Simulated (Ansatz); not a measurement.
Cartesian coordinates in Å:
```
Al -1.442 0.362 1.317
N -0.149 0.001 0.171
C 0.418 0.603 -1.072
Si 1.153 -0.938 -0.422
H -1.636 -0.645 2.523
H -2.332 1.653 1.091
H -0.234 0.584 -1.944
H 0.924 1.558 -0.944
H 2.435 -0.927 0.319
H 0.863 -2.251 -1.040
```

Charge 0, multiplicity 1.

**Question.** List the ωB97M-V/def2-TZVPP orbital energies in eV (Ansatz). (An estimate is asked.)

**Answer.** Ansatz gave: Occupied: -1807.15, -1531.64, -393.95, -281.98, -148.22, -116.27, -102.35, -102.33, -102.31, -75.94, -75.76, -75.74, -27.06, -19.98, -17.39, -15.17, -15.02, -12.61, -12.33, -12.23, -10.43, -9.70, -9.52. Lowest empty: 0.70, 1.48, 2.12, 2.74, 3.02, 3.25, 3.87, 4.34.
